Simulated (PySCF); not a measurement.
**Frontier orbitals and the lowest excitations**

Compound: cyclo-(H2SiCH2)3, C3H12Si3.
Geometry (PBE0-D3(BJ)/def2-SVP, Å), atoms numbered from 1 in this order:
```xyz
18
C3H12Si3 angstrom
Si    -0.246    0.198   -1.848
H      0.395    1.240   -2.712
H     -1.115   -0.655   -2.719
C      1.099   -0.855   -1.038
Si     1.666   -0.137    0.608
H      2.863   -0.866    1.137
H      2.064    1.294    0.400
C      0.241   -0.200    1.846
Si    -1.458   -0.032    1.035
H     -1.949   -1.396    0.651
H     -2.450    0.551    1.993
C     -1.309    1.021   -0.519
H      1.951   -0.970   -1.729
H      0.699   -1.867   -0.851
H      0.275   -1.151    2.404
H      0.378    0.606    2.587
H     -0.852    1.986   -0.237
H     -2.307    1.250   -0.929
```

Method: TDDFT CAM-B3LYP/def2-SVPD, vertical, gas phase, core orbitals frozen in the response in PySCF.

Frontier orbitals with the atoms that hold most of them (Löwdin shares over 4%, at most four atoms; ? is withheld):

```json
{"orbital": "LUMO+2", "ε (eV)": "1.41", "atoms": "Si1 15%, C4 9%, C12 9%, H3 7%"}
{"orbital": "LUMO+1", "ε (eV)": "1.39", "atoms": "Si9 14%, Si5 13%, C8 13%, H15 10%"}
{"orbital": "LUMO", "ε (eV)": "0.96", "atoms": "?"}
{"orbital": "HOMO", "ε (eV)": "?", "atoms": "C4 18%, C12 17%, Si1 14%, Si5 10%"}
{"orbital": "HOMO-1", "ε (eV)": "-9.62", "atoms": "?"}
{"orbital": "HOMO-2", "ε (eV)": "-10.03", "atoms": "C4 12%, C12 12%, Si9 10%, Si5 10%"}
{"orbital": "HOMO-3", "ε (eV)": "-10.31", "atoms": "C8 20%, Si1 15%, C12 12%, C4 12%"}
```

(1) Which atoms hold the LUMO, and with what shares?

(2) Which atoms hold the HOMO-1, and with what shares?

(3) What is the HOMO energy, and the HOMO–LUMO gap?

Results:

(1) Si9 (bonded to 2 C and 2 H) 17%; Si5 (bonded to 2 C and 2 H) 16%; Si1 (bonded to 2 C and 2 H) 12%; C8 (bonded to 2 Si and 2 H) 5%. By element: silicon 45%, carbon 5% or more.

(2) C8 (bonded to 2 Si and 2 H) 19%; Si9 (bonded to 2 C and 2 H) 13%; Si5 (bonded to 2 C and 2 H) 13%; H11 (bonded to Si) 10%. By element: silicon 26% or more, carbon 19% or more, hydrogen 10% or more.

(3) ε(HOMO) = -9.48 eV; the gap is 10.44 eV (0.3836 hartree).

Question: The HOMO–LUMO gap is 10.44 eV. Where does the response calculation put the lowest singlet, and from which orbitals?

Answer: S1 is at 7.65 eV (f = 0.0008), 2.79 eV below the gap, made of HOMO→LUMO (88%). 

Question: Give energy, strength and leading configuration of S1 and S6, and follow the Löwdin shares of the leading atoms from the occupied to the empty orbital.

Answer: 
- S1 (7.65 eV, f 0.0008), HOMO→LUMO (88%): C4 18% → at most 5%, C12 17% → at most 5%, Si9 at most 10% → 17%, Si5 10% → 16%
- S6 (8.13 eV, f 0.017), HOMO-2→LUMO (75%): C4 12% → at most 5%, C12 12% → at most 5%, Si9 10% → 17%, Si5 10% → 16%

One conformer stands for the species.
